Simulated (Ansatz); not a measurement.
A run for Ansatz (a program for electronic structure): U-PBE0/def2-TZVPP on H6NSi2 (SMILES [SiH3][N][SiH3]).

Ansatz 0.2 input:
```yaml
crystal:
  periodic: [false, false, false]
  atoms:
    - {symbol: Si, position_ang: [1.58553009, -0.29455698, 0.09813588]}
    - {symbol: N, position_ang: [0.08448955, 0.20752365, -0.57665120]}
    - {symbol: Si, position_ang: [-1.58319619, 0.27997564, -0.15936916]}
    - {symbol: H, position_ang: [2.35818068, -1.00556925, -0.94774276]}
    - {symbol: H, position_ang: [2.29557119, 0.95575565, 0.47265645]}
    - {symbol: H, position_ang: [1.48187615, -1.16696541, 1.29610736]}
    - {symbol: H, position_ang: [-1.97902252, -0.53916090, 1.01507290]}
    - {symbol: H, position_ang: [-2.38160293, -0.14657730, -1.33282332]}
    - {symbol: H, position_ang: [-1.86182602, 1.70957492, 0.13441385]}
basis:
  gaussian:
    orbitals: def2-TZVPP
hamiltonian:
  xc: {name: PBE0}
magnetization: {spin_polarized: true, initial_magnetization: 1}
```

It printed:

```
WARN ansatz: RAYON_NUM_THREADS=4 ignored (pool sized by the plan → 4); use --threads N
Functional definition: PBE0
integrals: 0.11 GiB planned
1091 factors; their error is unknown
mean field: 1.23 GiB planned
mean field evaluation 1: about -17327.8709 eV, gradient 3.8e1 eV
mean field evaluation 2: about -17310.4641 eV, gradient 6.7e1 eV
mean field evaluation 4: about -17334.2984 eV, gradient 1.7e0 eV
mean field evaluation 8: about -17334.3231 eV, gradient 4.1e-2 eV
mean field evaluation 16: about -17334.3574 eV, gradient 1.0e-3 eV
mean field evaluation 32: about -17334.3423 eV, gradient 1.8e0 eV
mean field -17334.35735550 eV, -637.0258831654 hartree, gradient 1.5e-5 eV, S^2 0.755255; 2 other end points of the search recorded, 0 dependent functions left out
reference -17334.35739025 eV, -637.0258844423 hartree; 21, 20 occupied and 178, 179 virtual orbitals, 1091 factors
Total energy: -17334.35739025 eV, -637.0258844423 hartree
```

The calculation finished and met its thresholds.

Cost: roughly 20 core-seconds.
